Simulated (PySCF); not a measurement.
Isomers of C5H14GeO, from PySCF 2.14.0, PBE0-D3(BJ)/def2-SVP geometry optimisation, gas phase. One conformer each, no zero-point energy, no frequencies.

Question: Which isomer lies lowest at this level?
A. `[CH3:1][CH2:2][CH2:3][C@@H:4]([CH3:5])[O:6][GeH3:7]` with C1–C2–C3–C4 174°, C2–C3–C4–C5 63°, C3–C4–O6–Ge7 75°: A = 2806, B = 736.8, C = 609.1 MHz, dipole 1.13 D
B. `[CH3:1][CH2:2][CH2:3][Ge@H:4]([CH3:5])[O:6][CH3:7]` with C1–C2–C3–Ge4 178°, C2–C3–Ge4–C5 57°, C3–Ge4–O6–C7 -60°: A = 2219, B = 1181, C = 907.9 MHz, dipole 1.34 D
C. `[CH3:1][CH:2]([CH3:3])[C@@H:4]([CH3:5])[O:6][GeH3:7]` with C1–C2–C4–C5 -178°, C2–C4–O6–Ge7 149°: A = 3410, B = 819.1, C = 700.5 MHz, dipole 1.00 D
D. `[CH3:1][CH:2]([CH3:3])[CH2:4][CH2:5][O:6][GeH3:7]` with C1–C2–C4–C5 60°, C2–C4–C5–O6 57°, C4–C5–O6–Ge7 -175°: A = 4490, B = 596.7, C = 577.5 MHz, dipole 1.06 D
E. `[CH3:1][C:2]([CH3:3])([CH3:4])[CH2:5][O:6][GeH3:7]` with C2–C5–O6–Ge7 179°: A = 4105, B = 674.9, C = 672.2 MHz, dipole 1.08 D

Answer: B. That is `CC[CH2][Ge@H]([CH3])[O]C`, 5.8 kcal/mol below the next.

```tsv
SMILES	mapped SMILES	E (Eh)	relative (kcal/mol)	relative (kJ/mol)	dipole (D)
CC[CH2][Ge@H]([CH3])[O]C	[CH3:1][CH2:2][CH2:3][Ge@H:4]([CH3:5])[O:6][CH3:7]	-2350.17184	0.0	0.0	1.34
CC(C)[C@@H](C)[O][GeH3]	[CH3:1][CH:2]([CH3:3])[C@@H:4]([CH3:5])[O:6][GeH3:7]	-2350.16265	5.8	24.1	1.00
CC(C)(C)C[O][GeH3]	[CH3:1][C:2]([CH3:3])([CH3:4])[CH2:5][O:6][GeH3:7]	-2350.16184	6.3	26.2	1.08
CCC[C@@H](C)[O][GeH3]	[CH3:1][CH2:2][CH2:3][C@@H:4]([CH3:5])[O:6][GeH3:7]	-2350.16086	6.9	28.8	1.13
CC(C)CC[O][GeH3]	[CH3:1][CH:2]([CH3:3])[CH2:4][CH2:5][O:6][GeH3:7]	-2350.15844	8.4	35.2	1.06
```
